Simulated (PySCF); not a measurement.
How methods differ on the excitation energy of P⁺

P⁺ [Ne] 3s2 3p2 (3P) → P⁺ [Ne] 3s2 3p1 4s1 (3P), as a difference of total energies. Calculation: PySCF 2.14, in aug-cc-pV(5+d)Z (8s7p6d4f3g2h, 136 functions); no relativity, point nucleus. Correlated levels: valence: [Ne] frozen. The calculations carry no spin-orbit coupling.

| method | excitation energy (eV) | error (eV) |
| --- | --- | --- |
| UHF | 10.525 | -0.215 |
| B2PLYP | 10.612 | -0.128 |
| MP2 (valence) | 10.741 | +0.001 |
| SCS-MP2 (valence) | 10.713 | -0.027 |

Reference: 10.740 eV (measured; NIST levels, between the centres of gravity of the two terms).
